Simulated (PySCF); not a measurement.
CeF3(NH3) at several levels of theory

Computed with PySCF 2.14.0 (density fitting, no spin-orbit coupling) at the geometry relaxed with PBE0:

```xyz
8
CeF3(NH3) (singlet in the valence; each metal's 4f electrons, 1 of them, lie in its core potential, out of spins and levels)
Ce    0.1522   -0.1522    0.1522
F     1.1036    1.5057    1.1036
F    -1.5057   -1.1036    1.1036
F     1.1036   -1.1036   -1.5057
N    -1.3857    1.3857   -1.3857
H    -1.9960    1.9960   -0.8392
H    -0.8392    1.9960   -1.9960
H    -1.9960    0.8392   -1.9960
```

```json
{"level": "PBE0", "basis": "Ce lcecp-1-SVP with ECP47, F def2-SVP, N def2-SVP, H def2-SVP", "state": "singlet", "HOMO (eV)": "-9.06", "gap (eV)": "8.24", "charge on Ce1 (e)": "1.26", "population of f-type functions on Ce1 (polarisation alone where 4f lies in the core)": "0.10", "dipole about the centre of mass (D)": "4.74", "largest force component (eV/Å)": "0.01"}
{"level": "BLYP", "basis": "the same", "state": "singlet", "HOMO (eV)": "-7.05", "gap (eV)": "5.52", "charge on Ce1 (e)": "1.00", "population of f-type functions on Ce1 (polarisation alone where 4f lies in the core)": "0.10", "dipole about the centre of mass (D)": "4.71", "largest force component (eV/Å)": "0.36"}
{"level": "revPBE", "basis": "the same", "state": "singlet", "HOMO (eV)": "-7.08", "gap (eV)": "5.65", "charge on Ce1 (e)": "1.05", "population of f-type functions on Ce1 (polarisation alone where 4f lies in the core)": "0.10", "dipole about the centre of mass (D)": "4.68", "largest force component (eV/Å)": "0.29"}
```

In the lcecp rows the 4f levels are missing from HOMO and gap, and the state counts the valence alone.

Charges are Mulliken's, which hang on the basis. The relaxation used the grid (50, 194), these runs (75, 302) or, all-electron (x2c bases, spin-free X2C Hamiltonian), (99, 590).

Question: What does PBE0 with Ce lcecp-1-TZVP with ECP47, F def2-TZVP, N def2-TZVP, H def2-TZVP give here?

Answer: state singlet, HOMO (eV) -9.27, gap (eV) 8.31, charge on Ce1 (e) 1.66, population of f-type functions on Ce1 (polarisation alone where 4f lies in the core) 0.14, dipole about the centre of mass (D) 4.64, largest force component (eV/Å) 0.23. Time: 26 s on 2 threads of Intel(R) Xeon(R) Platinum 8259CL CPU @ 2.50GHz (Skylake/Cascade Lake) (shared host), from free ions and atoms.

In the first row's basis the gap widens with exact exchange: 5.5 to 5.6 eV for BLYP, revPBE (none); 8.2 eV for PBE0 (a fixed share).

An lcecp potential fixes the number of 4f electrons, so in runs with it no electron can move into or out of that shell.
